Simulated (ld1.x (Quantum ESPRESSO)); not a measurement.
## What one change does to a pseudopotential (bismuth (Bi), TM semilocal)

Bi (Z = 83), norm-conserving Troullier–Martins (semilocal form), made with ld1.x (Quantum ESPRESSO) 7.5 (PBE, scalar-relativistic). Core [Xe] 4f14 5d10, reference 6s2 6p3. Waves: 6s (bound): rc 1.80 bohr; 6d channel at 0.05 Ry: rc 1.75 bohr; 6p (bound): rc 2.05 bohr. Local part: the p channel. Core correction: a·sin(br)/r model core, default radius (core density twice the valence density).

Change: wave 6p (bound): rc 2.05 bohr becomes 6p (bound): rc 1.48 bohr.

Cutoffs: the cutoffs (Ry, on a coarse ladder) from which the occupation-weighted sum of valence levels, in a spherical-Bessel basis at the reference potential, stays within 10 and 1 mRy of its value at 400 Ry; they do not see the model core or the augmentation charge, which bear on the density cutoff. Errors are all-electron minus pseudo energies relative to the spin-unpolarised reference configuration.

Q: Predict the effect on cutoff, ghosts and configuration errors.

A: A bound ghost appears in p, which as a rule spoils a file; the number of tests that count goes from 7 to 5; of the 5 tests that both files solve, the error grows in 4 and shrinks in 0 by more than 15 % and 0.3 meV (median size 75.4 → 149.7 meV). That the errors move this way runs against the usual rule that smaller radii transfer better. A semilocal file is local in each channel, so a ghost entry of none says nothing of the separable form that plane-wave codes build from it.

```csv
quantity,base,changed
"cutoff, loose",30 Ry,160 Ry
"cutoff, tight",50 Ry,over 300 Ry
loose cutoff by channel (10 mRy a level),"s 21 Ry, p 8 Ry","s 21 Ry, p 70 Ry"
bound ghosts,none,p (extra level of the local part)
"tests counted (converged, no solver errors)",7 of 7,5 of 7
"error for 6s2 6p2, meV [ΔE 7.91 eV]",-12,+28
"error for 6s2 6p1, meV [ΔE 23.16 eV]",-75,+150
"error for 6s2 6p0, meV [ΔE 46.50 eV]",-265,-323
"error for 6s1 6p0, meV [ΔE 91.91 eV]",-877,-994
"error for 6s2 6p3.3, meV [ΔE -1.09 eV]",+0.3,+2.0
```

Changed file: Tests not counted: 6s1 6p4 (solver errors, printed error -92.1 eV); 6s1 6p3 (solver errors, printed error -33.7 eV). These tests converged, but a pseudo level misses the all-electron one widely, so the file describes the atom poorly there or has found another state: 6s2 6p0: empty 6p by 5.3 eV; 6s1 6p0: empty 6p by 9.9 eV. A true bound ghost makes a file unfit for plane-wave use even where its test errors are small: the radial tests pick states by their node count and pass the ghost by. Where a test does run into it, the solver fails or the error is huge.
